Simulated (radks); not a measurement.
Results of a calculation; reference values are marked as such.
Problem. The bromine ion Br2+ is in [Ar] 3d10 4s2 4p(1/2: 2, 3/2: 1). Code: a radial shooting solver on a logarithmic mesh with Libxc functionals. Model: Dirac Kohn-Sham, BLYP, spin-unpolarised, spherical densities, finite nucleus; Fermi nuclear charge, rms radius of each element as measured or else 0.836 A^(1/3) + 0.57 fm. Sub-shells are occupied by j as written (lower j first in brackets). One electron is removed from 4p1/2, 3d5/2, 4s1/2, 4p3/2 in turn, with full relaxation. Which removal costs least, and what does each cost?

Solution. 4p3/2 33.559 eV; 4p1/2 34.294 eV; 4s1/2 48.170 eV; 3d5/2 103.74 eV. The 4p3/2 electron leaves first.
